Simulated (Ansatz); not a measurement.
Molecule: C$_{6}$H$_{11}$S, charge 0, multiplicity 2. It need not be the lowest isomer of its formula. SMILES: C1C[CH]C(CC1)S
Structure (B3LYP-D3(BJ)/def2-TZVP (Ansatz, a program for electronic structure) minimum search):
```xyz
18

C     -1.7644    -0.6221     0.3713
C     -1.6559     0.8439    -0.0651
C     -0.3349     1.1590    -0.6789
C      0.8032     0.2391    -0.5862
C      0.4366    -1.2632    -0.6722
C     -1.0747    -1.5185    -0.6537
S      1.7963     0.6458     0.9926
H     -1.2908    -0.7624     1.3481
H     -2.8132    -0.8981     0.4933
H     -2.4478     1.0665    -0.7929
H     -1.8583     1.5135     0.7826
H     -0.1456     2.1722    -1.0101
H      1.5544     0.4897    -1.3345
H      0.8691    -1.6766    -1.5859
H      0.9042    -1.7933     0.1570
H     -1.5018    -1.3175    -1.6414
H     -1.2605    -2.5731    -0.4401
H      0.7905     0.4175     1.8521
```
Charge 0, spin multiplicity 2.

Wanted: atomisation energy (electronic, to ground-state atoms), in eV. Valence correlation only, unless marked. UHF or UKS for open shells. No spin-orbit coupling. No relativistic terms. The coupled-cluster limit lacks core correlation, which all-electron functionals hold. CBS(X,Y): correlation extrapolated as X^-3; Hartree-Fock from the larger set. The bracket is a focal-point correction in the basis named.

```
level                          program  atomisation energy (eV)
----------------------  --------------  -----------------------
BLYP-D3(BJ)/def2-TZVPD  Ansatz + dftd3                    73.93
```

**Question.** What does RI-MP2/CBS(cc-pV(T+d)Z,cc-pV(Q+d)Z)+[CCSD(T)-MP2]/cc-pV(T+d)Z (Ansatz) give?

**Answer.** 74.26 eV, so BLYP-D3(BJ)/def2-TZVPD differs from it by -0.33 eV.
